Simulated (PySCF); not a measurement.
**The second ionisation energy along the alkali metals**

Calculated with PySCF 2.14 from differences of total energies of unrestricted determinants, without spin-orbit coupling. Values in eV. The last column holds reference values (NIST; (s) semi-empirical, (t) theoretical, else measured). Unmarked ones compare directly (S terms, centres of terms, or small fine structure); those marked * lie between the lowest fine-structure levels and include a spin-orbit shift.

```tsv
element	configurations	UHF	MP2 (valence)	SCS-MP2 (valence)	CCSD (valence)	CCSD(T) (valence)	M06-2X	reference
Li (def2-TZVP, non-relativistic)	1s2 → 1s1	74.499	75.314	75.477	75.430	75.430	75.889	75.640 (t)
K (def2-TZVP, non-relativistic)	[Ar] → [Ne] 3s2 3p5	30.504	31.673	31.609	31.634	31.647	31.745	31.625 *
Cs (def2-TZVP with the def2 core potential (46 electrons), ECP)	[Xe] → [Kr] 4d10 5s2 5p5	22.756	23.572	23.528	23.558	23.560	23.725	23.157 *
```

"Valence" correlates the outer s and p shells and, in groups 3 to 12 and the f block, the outer d or f shell, open or full, or the next shell where the ion has no valence electron left; the wider scheme adds the next inner shell.
